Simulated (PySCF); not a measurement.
Geometry:
```
atom   x (Å)   y (Å)   z (Å)
  F1  -1.690  -1.883  -1.898
  C2  -1.947  -1.809  -0.579
  C3  -1.346  -0.905   0.181
  F4  -1.670  -0.906   1.497
  C5  -0.377   0.141  -0.226
 Si6  -1.187   1.881  -0.065
  C7   0.882   0.060   0.613
  C8   2.166   0.600   0.067
  C9   1.980  -0.880   0.214
 H10  -2.663  -2.541  -0.241
 H11  -0.123  -0.043  -1.273
 H12  -0.184   2.858  -0.486
 H13  -2.363   1.908  -0.934
 H14  -1.563   2.088   1.331
 H15   0.704   0.184   1.674
 H16   2.157   1.015  -0.930
 H17   2.844   1.104   0.739
 H18   2.527  -1.395   0.990
 H19   1.844  -1.467  -0.683
```

All values are calculated (PySCF): PBE0/pcSseg-1 with gauge-including orbitals, geometry from GFN2-xTB. Equivalent nuclei averaged, one computed conformer, isolated molecule, no relativistic terms.

Chemical shifts δ = σref − σ; TMS for 13C (σ = 186.93 ppm), all at this level.

Do the 13C shifts follow the atomic charges (in e)? Tabulate both.

Results:


| atoms | hybridisation | δ (ppm) | σ para (ppm) | Hirshfeld | IAO | Mulliken | ESP-fitted |
| --- | --- | --- | --- | --- | --- | --- | --- |
| C3 | sp2 | 168.4 | -235 | +0.07 | +0.25 | +0.21 | +0.05 |
| C2 | sp2 | 147.3 | -208 | +0.00 | +0.07 | +0.22 | -0.04 |
| C5 | sp3 | 31.4 | -94 | -0.11 | -0.39 | -0.51 | -0.30 |
| C7 | sp3 | 13.2 | -75 | -0.04 | -0.13 | -0.26 | -0.01 |
| C9 | sp3 | 9.3 | -75 | -0.09 | -0.29 | -0.17 | -0.32 |
| C8 | sp3 | 8.1 | -75 | -0.09 | -0.30 | -0.18 | -0.34 |

Correlation coefficients of δ with charge over these carbons: Hirshfeld +0.89, IAO +0.90, Mulliken +0.84, ESP-fitted +0.72; with the paramagnetic shielding -1.00. Among the 4 sp3 carbons alone: Hirshfeld -0.51, IAO -0.53, Mulliken -0.99, ESP-fitted -0.06. With so few points, grouped by hybridisation, these coefficients are fragile. Charge is one influence among several: hybridisation and low-lying excitations act through the paramagnetic term.

Shifts are as computed. Against solution values, carbons near 30 ppm lie about +3 ppm off and those near 130 ppm about +5 ppm. Of 1211 compounds with measured shifts, 218 miss one by over three times the rms of a fit or turn the order of signals round; such compounds aren't used in these exercises.
